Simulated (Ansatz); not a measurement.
Basis-set extrapolation for BH3OS2, SMILES `OB(S)S` (PBE0-D4/def2-TZVP geometry, frozen core, Ansatz 0.2.0). Multiplicity 1, RHF reference.

```tsv
	def2-TZVPP	def2-QZVPP
HF	-896.539550	-896.566470
MP2 correlation	-0.692035	-0.749677
CCSD(T) correlation	-0.763762	-0.818292
```

Energies in hartree. Use E(X) = E(∞) + A·exp(−7.88·√X) for Hartree–Fock and E(X) = E(∞) + B·X^(−2.97) for correlation, with X = 3 and 4.

**Question.** What is the CCSD(T) energy at the basis-set limit?

**Answer.** HF limit: -896.566470 + (-0.026920) × 0.13774 = -896.57018. Correlation limit: -0.818292 + (-0.054530) × 0.74074 = -0.85868. Total: -897.42886 hartree, 329.6 kJ/mol below CCSD(T)/def2-TZVPP.
